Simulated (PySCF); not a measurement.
## CaTl⁺: one state, many levels of theory

State: ¹Σ⁺ (singlet), closed shell. Set-up: Ca def2-SVP, Tl def2-SVP with ECP60; scalar-relativistic core potentials (PySCF 2.14). De refers to Ca + Tl⁺ in their ground configurations, without counterpoise correction. A positive dipole points towards Tl; it is taken about the centre of mass and depends on that origin.

| Level | Re (Å) | ωe (cm⁻¹) | De (eV) | μ (D) |
| --- | --- | --- | --- | --- |
| RHF-MP2 | 3.727 | 97.9 | n/a | n/a |
| RHF-SCS-MP2 | 3.771 | 94.0 | n/a | n/a |
| RHF-CCSD | 3.745 | 96.9 | n/a | n/a |
| RHF-CCSD(T) | 3.733 | 98.0 | n/a | n/a |
| LDA | 3.558 | 106 | n/a | -8.04 |
| PBE | 3.689 | 95.7 | n/a | -7.95 |
| TPSS | 3.697 | 95.5 | n/a | -8.43 |
| r²SCAN | 3.661 | 101 | n/a | -8.52 |
| PBE0 | 3.681 | 98.6 | n/a | -8.22 |
| BHandHLYP | 3.706 | 96.2 | n/a | -8.08 |
| LC-ωPBE | 3.626 | 107 | n/a | -9.18 |

Task: What does a quarter of exact exchange do here, going from PBE to PBE0?

Result: PBE0 less PBE: -0.8 pm in Re, +3.0 % in ωe. Exact exchange removes part of the self-interaction that spreads semilocal densities, and in most molecules shortens and stiffens the bond and lowers De; so it does here.

Task: What does the step from GGA to meta-GGA do here, going from PBE to r²SCAN?

Result: r²SCAN less PBE: -2.8 pm in Re, +5.5 % in ωe. 

Task: What does the gradient correction do here, going from LDA to PBE?

Result: PBE less LDA: +13.1 pm in Re, -9.7 % in ωe. The gradient correction favours the more uneven density of free atoms, so it tends to lengthen bonds and takes away much of the overbinding of LDA; so it does here.

Correlated steps freeze 9 core orbitals. Closed-shell solutions of metal pairs were not tested for spin polarisation, which can lower them a little. Spin–orbit coupling is left out.

The whole job (state search and all levels along the bond) took about 1.4 min on 1 thread of Intel Xeon Platinum 8375C @ 2.90GHz (shared host), peak memory 0.6 GiB.
